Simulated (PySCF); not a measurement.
Simulated outer-valence photoelectron spectrum of `BCOC` (C2H7BO). Method used: EOM-IP-CCSD/aug-cc-pVDZ in PySCF, restricted Hartree–Fock reference, 4 core orbitals frozen, non-relativistic, gas phase, PBE0-D3(BJ)/def2-SVP geometry.

Each root has a Gaussian of 0.5 eV full width with its one-hole share as area; cross sections and vibrations are left out, and the highest printed point is 100.

```json
{"ionisation energy (eV)": "9.2", "intensity": "0"}
{"ionisation energy (eV)": "9.4", "intensity": "6"}
{"ionisation energy (eV)": "9.6", "intensity": "28"}
{"ionisation energy (eV)": "9.8", "intensity": "58"}
{"ionisation energy (eV)": "10.0", "intensity": "48"}
{"ionisation energy (eV)": "10.2", "intensity": "17"}
{"ionisation energy (eV)": "10.4", "intensity": "2"}
{"ionisation energy (eV)": "10.6", "intensity": "1"}
{"ionisation energy (eV)": "10.8", "intensity": "8"}
{"ionisation energy (eV)": "11.0", "intensity": "35"}
{"ionisation energy (eV)": "11.2", "intensity": "60"}
{"ionisation energy (eV)": "11.4", "intensity": "42"}
{"ionisation energy (eV)": "11.6", "intensity": "12"}
{"ionisation energy (eV)": "11.8", "intensity": "3"}
{"ionisation energy (eV)": "12.0", "intensity": "14"}
{"ionisation energy (eV)": "12.2", "intensity": "53"}
{"ionisation energy (eV)": "12.4", "intensity": "100"}
{"ionisation energy (eV)": "12.6", "intensity": "95"}
{"ionisation energy (eV)": "12.8", "intensity": "46"}
{"ionisation energy (eV)": "13.0", "intensity": "10"}
{"ionisation energy (eV)": "13.2", "intensity": "1"}
{"ionisation energy (eV)": "13.4", "intensity": "1"}
{"ionisation energy (eV)": "13.6", "intensity": "8"}
{"ionisation energy (eV)": "13.8", "intensity": "34"}
{"ionisation energy (eV)": "14.0", "intensity": "60"}
{"ionisation energy (eV)": "14.2", "intensity": "44"}
{"ionisation energy (eV)": "14.4", "intensity": "13"}
{"ionisation energy (eV)": "14.6", "intensity": "2"}
{"ionisation energy (eV)": "14.8", "intensity": "4"}
{"ionisation energy (eV)": "15.0", "intensity": "22"}
{"ionisation energy (eV)": "15.2", "intensity": "53"}
{"ionisation energy (eV)": "15.4", "intensity": "54"}
{"ionisation energy (eV)": "15.6", "intensity": "23"}
{"ionisation energy (eV)": "15.8", "intensity": "11"}
{"ionisation energy (eV)": "16.0", "intensity": "34"}
{"ionisation energy (eV)": "16.2", "intensity": "77"}
{"ionisation energy (eV)": "16.4", "intensity": "96"}
{"ionisation energy (eV)": "16.6", "intensity": "70"}
{"ionisation energy (eV)": "16.8", "intensity": "27"}
{"ionisation energy (eV)": "17.0", "intensity": "5"}
{"ionisation energy (eV)": "17.2", "intensity": "0"}
```

**Question.** Where are the maxima, and how many lines lie under the curve?

**Answer.** 6 maxima, at 9.9, 11.2, 12.5, 14.0, 15.3 and 16.4 eV, from 8 lines. At this width some lines have no maximum of their own.

**Question.** List the lines with their holes.

**Answer.** 
```tsv
E (eV)	leading hole (HF orbital)	area	Koopmans (eV)
9.86	HOMO	0.95	11.49
11.22	HOMO-1	0.95	12.38
12.38	HOMO-2	0.96	13.13
12.59	HOMO-3	0.96	13.56
14.03	HOMO-4	0.96	14.82
15.30	HOMO-5	0.95	16.49
16.25	HOMO-7	0.94	17.98
16.52	HOMO-6	0.95	17.87
```

The widest gap, 1.44 eV, lies between 12.59 and 14.03 eV. Only orbitals with −ε under 21 eV, eight at most, were ionised, so the high end of the curve may lack lines.

Shape of the structure used: `[BH2:1][CH2:2][O:3][CH3:4]`: B1–C2–O3–C4 -177°.

One conformer stands for the species.
